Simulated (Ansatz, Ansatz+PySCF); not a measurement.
```xyz
12

C     1.4800    0.0000    0.0000
C     0.7400    1.2817    0.0000
C    -0.7400    1.2817    0.0000
C    -1.4800    0.0000    0.0000
C    -0.7400   -1.2817    0.0000
C     0.7400   -1.2817    0.0000
H     2.5650    0.0000    0.0000
H     1.2825    2.2214    0.0000
H    -1.2825    2.2214    0.0000
H    -2.5650    0.0000    0.0000
H    -1.2825   -2.2214    0.0000
H     1.2825   -2.2214    0.0000
```

Basis set: def2-SVP (spherical functions). Charge 0, multiplicity 1.

Computed with Ansatz (development build ahead of 0.2.0); each method stands on the lowest determinant of its kind that the runs found. Restricted functionals stand beside restricted open-shell atoms, which can lie above the unrestricted atoms usual in DFT and then raise those values.

Q: Give the atomization energy at this shape (free ground-state atoms in the same class of orbitals less the molecule, no zero-point energy) of singlet C6H6 by ωB97X (restricted), PBE0 (restricted), PBE0 (unrestricted), UHF, RHF.

A:

```tsv
method	atomization energy
ωB97X (restricted)	59.34 eV
PBE0 (restricted)	60.15 eV
PBE0 (unrestricted)	59.88 eV
UHF	44.68 eV
RHF	44.87 eV
```

Caution: the shape is not the minimum. Caution for ωB97X (restricted): no unrestricted run beside it, a lower state can exist. Caution for UHF: the unrestricted determinant is a mixture of spin states. Caution for RHF: an unrestricted determinant lies well below.
